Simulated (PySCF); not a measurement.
SMILES C[SiH](C)[CH2][Ge]([Cl])([Cl])[Cl], GFN2-xTB optimised geometry. Atoms within 1.6 Å of the plane z = 0.0 Å (x, y, z in Å): Si1 (-0.88, 1.25, 0.00), C2 (1.02, 1.25, 0.00), C3 (-1.58, 0.25, -1.45), Cl6 (-0.31, -2.63, 0.69), H9 (-1.41, 2.63, 0.00), H10 (1.40, 0.24, -0.01), H11 (1.41, 1.75, 0.88), H12 (1.41, 1.77, -0.87), H13 (-1.26, -0.78, -1.41), H15 (-2.67, 0.26, -1.46), H17 (-2.59, 0.26, 1.56).

Level of theory: PySCF with CAM-B3LYP/def2-SVP. Cells within 0.4 Å of a nucleus heavier than hydrogen are left out (blank, or x).

Map of the HOMO−1 amplitude (bohr^(-3/2)) on the plane z = 0.0 Å; orbital energy -10.22 eV, overall sign arbitrary:

```
|3333333333333333333333333333333|
|3333333333333333333333333333333|
|3333333333333333333333333333333|
|3333333333333333333333333333333|
|3333333333333333333333333333333|
|3333333333333333333333333333333|
|3333333333333333333333333333333|
|3333333333333333333344433333333|
|3333333333333322233444443333333|
|3333333334433222223444443333333|
|3333333344443311013555444333333|
|333333344444xx200xxx65444333333|
|333333344454xx2100x665444333333|
|3333333444554322123554443333333|
|3333333344444432233444443333333|
|3333333334444433333444433333333|
|3333333333444443333444333333333|
|3333333333344444444433333333333|
|3333333333334444444433333333333|
|3333333333333455554443333333333|
|3333333333333456665443333333333|
|3333333333223478865443333333333|
|3333333332211379976544333333333|
|3333333332210259976544333333333|
|3333333332210136765443333333333|
|3333333332211124555443333333333|
|3333333333222223444433333333333|
|3333333333322233344333333333333|
|3333333333333333333333333333333|
|3333333333333333333333333333333|
|3333333333333333333333333333333|
```
Scale: ten equal steps from -0.048 (start of '0') to 0.080 (end of '9'), in the order '0123456789'; x runs from -5.00 to 5.00, y from -5.00 (bottom) to 5.00 (top).
